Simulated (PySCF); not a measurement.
Species: C3H9OSi (doublet state).
Structure used (GFN2-xTB), in Å, numbered top down from 1:
```
atom  x, y, z in Å
C1    -1.988   -0.091    0.312
C2    -1.356    1.274    0.051
Si3    0.340    1.135   -0.785
O4     1.214    0.243    0.276
C5     2.528   -0.191    0.180
H6    -2.949    0.021    0.815
H7    -2.154   -0.626   -0.621
H8    -1.340   -0.694    0.944
H9    -2.015    1.862   -0.589
H10   -1.272    1.813    0.995
H11    0.342    0.469   -2.094
H12    2.778   -0.496   -0.839
H13    2.657   -1.044    0.850
H14    3.215    0.605    0.482
```

The hyperfine couplings belong to this conformer and change with its torsions.

Identity: `CC[SiH]OC` [radical].

Computed with UKS B3LYP, pcH-1 on C H O Si, non-relativistic, mean-field spin-orbit, GIAO in PySCF 2.14.0. Geometry: GFN2-xTB, one conformer, isolated molecule. The geometry wasn't refined by DFT: couplings that depend on bond lengths, twists or pyramidal angles can differ widely from those at the functional's own minimum, by a factor of two or more for some ions and for spin on atoms past the first row. No stability test was run, so a lower SCF solution isn't excluded.

Principal values of hyperfine tensors in MHz (contact, dipolar and spin–orbit terms together), for some of the nuclei:

```
atom  isotope       A1       A2       A3
 Si3     29Si  -649.08  -425.03  -423.07
 H11       1H   112.47   120.72   128.50
  C1      13C    20.23    20.38    27.44
  H6       1H    16.20    17.43    20.61
  O4      17O   -53.29     2.50     3.73
 H14       1H     3.18     4.12    10.51
  H9       1H    -8.22    -5.90     3.19
 H13       1H     0.57     0.88     5.84
```

Give the isotropic coupling of each nucleus in MHz and in mT (g = 2.0026), and the anisotropic part.

a_iso = (A1 + A2 + A3)/3, Ti = Ai − a_iso; 1 mT corresponds to 28.030 MHz. The tensors hold a spin–orbit part: the run splits a_iso into a_FC + a_SO, and T includes its anisotropic share.

```
atom  a_iso (MHz)     a_FC   a_SO  a_iso (mT)       T1     T2     T3
 Si3      -499.06  -499.98   0.92     -17.805  -150.02  74.03  75.99
 H11       120.56   120.55   0.01       4.301    -8.09   0.16   7.94
  C1        22.68    22.68   0.00       0.809    -2.46  -2.30   4.76
  H6        18.08    18.08   0.00       0.645    -1.88  -0.65   2.53
  O4       -15.69   -15.60  -0.09      -0.560   -37.61  18.19  19.42
 H14         5.94     5.94   0.00       0.212    -2.76  -1.82   4.58
  H9        -3.64    -3.65   0.00      -0.130    -4.57  -2.26   6.83
 H13         2.43     2.43   0.00       0.087    -1.86  -1.55   3.41
```

What spin density at the nucleus of H6 lies behind its contact coupling (g_N = 5.58569)?

a_FC = (2μ0/3) gₑ μB g_N μN ρ(0)/(2S·h) = 800.24 MHz × g_N × ρ(0)/(2S), with ρ in bohr⁻³. With a_FC = 18.08 MHz and 2S = 1, ρ(0) = 0.004045 bohr⁻³. In magnitude that is 1.3 % of the 1/π = 0.318 of a free hydrogen atom.

C2 (13C, g_N = 1.40482) isn't in the table. Its spin density at the nucleus is 0.03776 bohr⁻³. What is its contact coupling?

By the same relation, a_FC = 42.5 MHz. Its full tensor has the principal values 36.92, 37.29, 53.17 MHz.

Name the largest traceless tensor T of the table and describe it.

Si3: -150.0, 74.0, 76.0 MHz (the dipolar term alone has -149.1, 73.6, 75.5), axial, in the ratio +1:+1:−2, the form that spin in one p orbital centred on that nucleus gives (the nuclear moment is negative).

On one thread of an Arm Neoverse V1 (shared host), this took 41 s of wall time (grids of density and orbitals included) and 0.77 GiB of memory at its peak.
